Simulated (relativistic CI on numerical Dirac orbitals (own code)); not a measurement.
# Level scheme of Pb26+

Method of calculation: Dirac-Coulomb-Breit CI, separate exchange-only KLI orbitals for each configuration, model QED (radiative potential, 1s self-energy scaled to tabulated hydrogen-like ionisation energies), unscaled Slater integrals (own radial code, finite nucleus).

Configuration list (outside the closed core [Ar] 3d10): 4s2 4p6 4d10 4f10, 4s2 4p6 4d10 4f9 5s, 4s2 4p6 4d10 4f8 5s2, 4s2 4p6 4d9 4f11, 4s2 4p6 4d10 4f9 5p, 4s2 4p6 4d10 4f8 5s 5p, 4s2 4p6 4d8 4f12, 4s2 4p5 4d10 4f11, 4s2 4p6 4d9 4f10 5s, 4s2 4p6 4d10 4f9 6s, 4s 4p6 4d10 4f11, 4s2 4p4 4d10 4f12, 4p6 4d10 4f12, 4s 4p6 4d9 4f12, 4s 4p5 4d10 4f12. Levels of other configurations are missing.

The lowest level is 4s2 4p6 4d10 4f10 5I_8, with 76 % of that term; Hund's rules for 4s2 4p6 4d10 4f10 give 5I with J = 8, in agreement.

| No. | Configuration | Term | J | E (eV) | % | Landé g | Lifetime (s) | jj configuration (%) |
| --- | --- | --- | --- | --- | --- | --- | --- | --- |
| 1 | 4s2 4p6 4d10 4f10 | 5I | 8 | 0.0000 | 76 | 1.213 |  | 4f7/2^4 (81) |
| 2 | 4s2 4p6 4d10 4f10 | 5I | 7 | 4.5003 | 89 | 1.158 | 5.20e-04 | 4f5/2^5 4f7/2^5 (88) |
| 3 | 4s2 4p6 4d10 4f10 | 3G | 5 | 4.5251 | 43 | 1.199 |  | 4f7/2^4 (87) |
| 4 | 4s2 4p6 4d10 4f10 | 3D | 2 | 5.4445 | 29 | 1.256 |  | 4f7/2^4 (94) |
| 5 | 4s2 4p6 4d10 4f10 | 5I | 6 | 5.6158 | 47 | 1.121 | 3.38e-02 | 4f7/2^4 (49) |
| 6 | 4s2 4p6 4d10 4f10 | 5F | 4 | 7.4374 | 34 | 1.149 | 2.21e+00 | 4f7/2^4 (66) |
| 7 | 4s2 4p6 4d10 4f10 | 5I | 4 | 7.9334 | 24 | 0.978 | 3.43e-03 | 4f5/2^5 4f7/2^5 (45) |
| 8 | 4s2 4p6 4d10 4f10 | 5I | 5 | 8.0294 | 47 | 1.068 | 1.52e-03 | 4f5/2^5 4f7/2^5 (76) |
| 9 | 4s2 4p6 4d10 4f10 | 3K | 8 | 8.1509 | 40 | 1.095 | 4.53e-04 | 4f5/2^5 4f7/2^5 (70) |
| 10 | 4s2 4p6 4d10 4f10 | 5G | 6 | 9.0813 | 61 | 1.234 | 7.29e-04 | 4f5/2^5 4f7/2^5 (47) |
| 11 | 4s2 4p6 4d10 4f10 | 5S | 2 | 9.2198 | 49 | 1.559 | 2.34e-03 | 4f5/2^5 4f7/2^5 (67) |
| 12 | 4s2 4p6 4d10 4f10 | 3G | 4 | 9.4631 | 31 | 1.129 | 8.58e-04 | 4f5/2^5 4f7/2^5 (67) |
| 13 | 4s2 4p6 4d10 4f10 | 5F | 3 | 9.6959 | 63 | 1.237 | 1.56e-03 | 4f5/2^5 4f7/2^5 (90) |
| 14 | 4s2 4p6 4d10 4f10 | 3D | 1 | 9.9341 | 47 | 0.430 | 8.33e-04 | 4f5/2^5 4f7/2^5 (94) |
| 15 | 4s2 4p6 4d10 4f10 | 5G | 5 | 10.5019 | 35 | 1.251 | 9.35e-04 | 4f5/2^5 4f7/2^5 (71) |
| 16 | 4s2 4p6 4d10 4f10 | 3L | 9 | 10.9842 | 84 | 1.092 | 3.85e-03 | 4f5/2^5 4f7/2^5 (99) |
| 17 | 4s2 4p6 4d10 4f10 | 3K | 7 | 11.3243 | 55 | 1.029 | 8.16e-04 | 4f5/2^5 4f7/2^5 (73) |
| 18 | 4s2 4p6 4d10 4f10 | 3F | 2 | 11.3605 | 45 | 0.833 | 1.52e-03 | 4f5/2^5 4f7/2^5 (60) |
| 19 | 4s2 4p6 4d10 4f10 | 5I | 4 | 11.7512 | 28 | 1.077 | 6.70e-04 | 4f5/2^5 4f7/2^5 (43) |
| 20 | 4s2 4p6 4d10 4f10 | 5G | 3 | 12.1924 | 35 | 1.054 | 8.68e-04 | 4f5/2^5 4f7/2^5 (90) |
| 21 | 4s2 4p6 4d10 4f10 | 3H | 6 | 12.3042 | 55 | 1.149 | 2.45e-04 | 4f5/2^4 4f7/2^6 (59) |
| 22 | 4s2 4p6 4d10 4f10 | 3M | 10 | 13.0635 | 93 | 1.089 | 6.05e-02 | 4f5/2^5 4f7/2^5 (92) |
| 23 | 4s2 4p6 4d10 4f10 | 5G | 5 | 13.2589 | 42 | 1.103 | 3.55e-04 | 4f5/2^4 4f7/2^6 (50) |
| 24 | 4s2 4p6 4d10 4f10 | 3K | 6 | 13.4277 | 48 | 0.960 | 1.88e-03 | 4f5/2^5 4f7/2^5 (64) |
| 25 | 4s2 4p6 4d10 4f10 | 3F | 3 | 14.0734 | 33 | 1.243 | 9.19e-04 | 4f5/2^5 4f7/2^5 (76) |
| 26 | 4s2 4p6 4d10 4f10 | 5F | 2 | 14.2027 | 57 | 1.151 | 4.14e-04 | 4f5/2^4 4f7/2^6 (76) |
| 27 | 4s2 4p6 4d10 4f10 | 3P | 0 | 14.7201 | 81 |  | 4.59e-03 | 4f5/2^4 4f7/2^6 (46) |
| 28 | 4s2 4p6 4d10 4f10 | 3I | 5 | 14.8747 | 35 | 1.009 | 6.59e-04 | 4f5/2^5 4f7/2^5 (69) |
| 29 | 4s2 4p6 4d10 4f10 | 1L | 8 | 14.9566 | 47 | 1.005 | 2.03e-03 | 4f5/2^5 4f7/2^5 (55) |
| 30 | 4s2 4p6 4d10 4f10 | 1G | 4 | 15.0658 | 42 | 1.082 | 5.69e-04 | 4f5/2^5 4f7/2^5 (58) |

Energies count from the lowest computed level; lifetimes are radiative, by E1, M1, E2, M2 decay to levels of this space only; some are left blank where a channel outside the calculation adds to the decay or the decay crosses a small, uncertain gap. Filled j subshells are mostly left out of the jj labels.

The mean weight of the leading LS term, summed over parents, in these 30 levels is 50 %, and that of the leading jj configuration (from the same eigenvectors) 70 %, so jj coupling describes them better and the LS labels are nominal.

At this charge energies of transitions that change n are usually good to better than 1 %, and those within a shell (Δn = 0) to a few per cent. Terms inside the open d or f shell come out 10 to 20 % too wide with unscaled integrals.

LS names give the leading component of a level, which can be under half, so a name can repeat, a term be missing and a line seem to break the LS rules.
